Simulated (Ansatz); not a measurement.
```yaml
crystal:
  periodic: [false, false, false]
  atoms:
    - {symbol: C, position_ang: [-0.502925, -3.487767, -0.805565]}
    - {symbol: C, position_ang: [-1.714218, -3.179727, -0.131072]}
    - {symbol: C, position_ang: [-1.943012, -1.930187, 0.354010]}
    - {symbol: C, position_ang: [-0.967054, -0.911607, 0.190936]}
    - {symbol: N, position_ang: [-1.204622, 0.306347, 0.670754]}
    - {symbol: C, position_ang: [-0.257268, 1.222969, 0.490751]}
    - {symbol: C, position_ang: [-0.456419, 2.540390, 0.982008]}
    - {symbol: C, position_ang: [0.502883, 3.487794, 0.805474]}
    - {symbol: C, position_ang: [1.714277, 3.179690, 0.131193]}
    - {symbol: C, position_ang: [1.943030, 1.930176, -0.353973]}
    - {symbol: C, position_ang: [0.967075, 0.911594, -0.190893]}
    - {symbol: N, position_ang: [1.204610, -0.306340, -0.670781]}
    - {symbol: C, position_ang: [0.257249, -1.222958, -0.490791]}
    - {symbol: C, position_ang: [0.456400, -2.540377, -0.982051]}
    - {symbol: H, position_ang: [-0.348132, -4.492528, -1.181631]}
    - {symbol: D, position_ang: [-2.461004, -3.955210, -0.005105]}
    - {symbol: H, position_ang: [-2.858418, -1.670385, 0.871863]}
    - {symbol: H, position_ang: [-1.388411, 2.750399, 1.492817]}
    - {symbol: H, position_ang: [0.348029, 4.492591, 1.181419]}
    - {symbol: H, position_ang: [2.461114, 3.955141, 0.005329]}
    - {symbol: H, position_ang: [2.858454, 1.670363, -0.871790]}
    - {symbol: H, position_ang: [1.388365, -2.750368, -1.492916]}
basis:
  gaussian: {orbitals: def2-SVPD, point_charges: [{charge: -1.00, position_ang: [7.811, -0.513, -0.629]}]}
total_charge: 1
magnetization: {spin_polarized: true, initial_magnetization: 1}
hamiltonian: {xc: {name: HSE06}}
output: {forces: true}
```

```sh
$ ansatz run in.yaml --threads 4 --pin off --events-out ev --progress --plain --max-ram 46080MiB --backend cpu
```

Output, abridged:

```
Error: YAML parse error: error: line 19 column 16: `D` is not an element symbol (H … Og, case-exact)
17 |     - {symbol: C, position_ang: [0.456400, -2.540377, -0.982051]}
18 |     - {symbol: H, position_ang: [-0.348132, -4.492528, -1.181631]}
19 |     - {symbol: D, position_ang: [-2.461004, -3.955210, -0.005105]}
20 |     - {symbol: H, position_ang: [-2.858418, -1.670385, 0.871863]}
21 |     - {symbol: H, position_ang: [-1.388411, 2.750399, 1.492817]}
```

(1) Something in this input is off. What?

## Answers

(1) An element symbol is wrong. The program refused the input.

HSE06 is defined as in plane-wave codes.
